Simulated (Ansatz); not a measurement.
The same path of BFH7NOSi (12 atoms, charge 0, multiplicity 1) was run twice with different band settings. Lost on the way: B1–F2, N6–H12. Made: F2–H12.

Computed with RKS revPBE/def2-SVP in Ansatz 0.2.0.

Relaxed end points:

```xyz
12
Properties=species:S:1:pos:R:3
B 0.004 0.084 0.159
F -0.324 -0.977 1.013
H 1.205 0.200 -0.111
O -0.863 0.289 -0.944
H -1.683 -0.220 -0.812
N -0.272 1.513 1.264
H -1.132 1.957 0.908
Si 1.168 2.629 1.252
H 2.318 1.873 1.836
H 1.398 3.042 -0.166
H 0.868 3.838 2.098
H -0.486 1.126 2.195
```

```xyz
12
Properties=species:S:1:pos:R:3
B -0.170 0.505 -0.238
F -0.137 0.001 2.805
H 0.883 -0.094 -0.357
O -1.324 0.110 -0.873
H -1.193 -0.706 -1.384
N -0.232 1.673 0.613
H -1.129 2.176 0.586
Si 1.179 2.583 1.231
H 2.331 1.633 1.326
H 1.533 3.720 0.308
H 0.831 3.155 2.575
H -0.371 0.596 2.099
```

Common settings: movable images 5; climbing image yes; optimiser quadratic models (default); start path through a guess of the saddle point; force threshold 0.03 eV/Å; iteration limit 60; end points relaxed.

| run | spring |
| --- | --- |
| 1 | 5.0 eV/Å² |
| 2 | 2.0 to 10.0 eV/Å², energy-weighted |

**Question.** What does each run give, and how far can it be trusted?

**Answer.** Run 1: converged after 23 iterations, highest image 0.941 eV above the first end. Beside the main top the profile has a ripple of under 15 meV (maxima at images 1, 4), which may be a very shallow well or noise. A structure lower than the first end lies on the path between it and the top, so the climb from that side starts below the end, which may itself be a saddle point or a shallow side well. A vibrational analysis at the climbing image gives one clearly imaginary mode, 787i cm⁻¹: a first-order saddle point.
Run 2: converged after 32 iterations, highest image 0.941 eV above the first end. Another band between the same ends (5 images) ends at a top of the same energy, where a vibrational analysis finds 1 clearly imaginary mode.
The orbitals stay closed-shell, which can raise the energy where a bond breaks towards radicals; this wasn't checked here.
